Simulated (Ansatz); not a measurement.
One change: `[NH2][GeH2][SiH2]O` becomes `O[SiH2][GeH2][OH]`.

Ansatz, PBE0-D4/def2-TZVP geometries, multiplicity 1. Each molecule was computed in one conformer, which needn't be the lowest.

Scalar relativity is left out up to krypton.

```json
{"property": "HOMO–LUMO gap (PBE/def2-TZVPP) / eV", "`[NH2][GeH2][SiH2]O`": "4.96"}
{"property": "LUMO energy (PBE/def2-TZVPP) / eV", "`[NH2][GeH2][SiH2]O`": "-1.30"}
{"property": "LUMO energy (PBE0/def2-TZVPP) / eV", "`[NH2][GeH2][SiH2]O`": "-0.48"}
{"property": "size of the dipole moment (PBE/def2-TZVPP) / D", "`[NH2][GeH2][SiH2]O`": "2.54"}
{"property": "size of the dipole moment (ωB97M-V/def2-TZVPP) / D", "`[NH2][GeH2][SiH2]O`": "2.56"}
{"property": "HOMO energy (ωB97M-V/def2-TZVPP) / eV", "`[NH2][GeH2][SiH2]O`": "-9.62"}
```

**Question.** What does the change do to each property? (An estimate is asked.)

**Answer.** The calculation gave: 
```
                                          property  `O[SiH2][GeH2][OH]`  shift
               HOMO–LUMO gap (PBE/def2-TZVPP) / eV                 4.96   0.00
                 LUMO energy (PBE/def2-TZVPP) / eV                -1.59  -0.29
                LUMO energy (PBE0/def2-TZVPP) / eV                -0.75  -0.27
    size of the dipole moment (PBE/def2-TZVPP) / D                 1.61  -0.93
size of the dipole moment (ωB97M-V/def2-TZVPP) / D                 1.70  -0.86
             HOMO energy (ωB97M-V/def2-TZVPP) / eV                -9.88  -0.26
```

Dipoles are sizes alone; their direction can turn.
